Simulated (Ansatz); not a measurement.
## Two structures, one formula

Two relaxed structures of GaH2Se, doublet (PBE0-D4/def2-TZVP; forces vanish, vibrations not checked).

A:

```xyz
4
angstrom
Ga -0.2020 0.0334 -0.0817
Se 1.9068 -0.3153 0.7709
H -1.3462 -0.8812 0.4587
H -0.3586 1.1632 -1.1479
```

B:

```csv
atom,x (Å),y (Å),z (Å)
Ga1,0.0889,0.1248,0.2066
Se2,2.4268,0.0137,0.4140
H3,2.3736,-0.7597,1.6606
H4,-0.4547,0.9122,-1.0698
```

Ansatz 0.2.0; basis: def2-TZVPP; cores frozen in the correlated methods; orbitals are unrestricted. Filled d shells of the heavier atoms are correlated. The def2 sets are not built for correlating such inner shells, so the correlated values are less sure here. B3LYP uses VWN-RPA correlation.

Task: Which structure is lower at CCSD(T), and by how much? (An estimate is asked for; the value comes from the calculation.)

Result: Computed: A, by 0.018 eV (electronic energy, against the other); a gap this small isn't resolved in one triple-zeta basis. By their contacts, A is GaH₂Se ([GaH2][Se]) and B is GaH₂Se ([GaH][SeH]).

Task: Do the other methods give the same order? (A judgement: the text doesn't fix the answer.)

Result: The calculation gives: Not all: PBE-D4, r2SCAN-D4, PBE0-D4, B3LYP-D4, MP2 give the other order.

```csv
method,E(B) − E(A) (eV)
PBE-D4,-0.129
r2SCAN-D4,-0.066
PBE0-D4,-0.072
B3LYP-D4,-0.041
wB97M-V,0.013
HF,0.226
MP2,-0.052
CCSD,0.059
CCSD(T),0.018
```

The T1 diagnostic stays at or below 0.014. ⟨S²⟩ of the unrestricted Hartree–Fock references: 0.76 (a pure state has 0.75).

Labels in which every atom is bracketed show which atoms are joined, not bond orders.

For scale, one of the runs: CCSD(T)/def2-TZVPP, 124 basis functions, launched by `ansatz run in.yaml --threads 2 --pin off --events-out ev --progress --plain --max-ram 4352MiB`. Hardware: 2 CPU threads of an Arm Neoverse V1, shared host. Wall time 54 s; peak host memory 1.3 GiB.
